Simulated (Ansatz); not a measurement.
[Tm(H2O)6]3+ (TmO₆H₁₂³⁺). Charge 3, multiplicity 3. Geometry r2SCAN-D4/def2-SVP, basis def2-TZVP, Ansatz.

```json
{"run": "A", "HOMO (eV)": "-20.79", "LUMO (eV)": "-18.54"}
{"run": "B", "HOMO (eV)": "-22.73", "LUMO (eV)": "-16.95"}
{"run": "C", "HOMO (eV)": "-20.73", "LUMO (eV)": "-20.06"}
{"run": "D", "HOMO (eV)": "-23.04", "LUMO (eV)": "-16.17"}
```

In the def2 sets Tm takes a core potential; there is no spin–orbit coupling. B3LYP takes the VWN-RPA correlation. With an open 4f shell the SCF may have ended on a state above the lowest.

HOMO and LUMO are taken over both spins.

The runs used B3LYP, PBE, PBE0, r2SCAN. Estimate which is which.

A r2SCAN (0 % exact exchange); B B3LYP (20 % exact exchange); C PBE (0 % exact exchange); D PBE0 (25 % exact exchange). Exact exchange lowers occupied and raises empty levels; among semilocal functionals meta-GGAs tend to open the gap a little, and such runs are hard to tell apart. The gap grows from 0.67 eV (PBE) to 6.87 eV (PBE0).
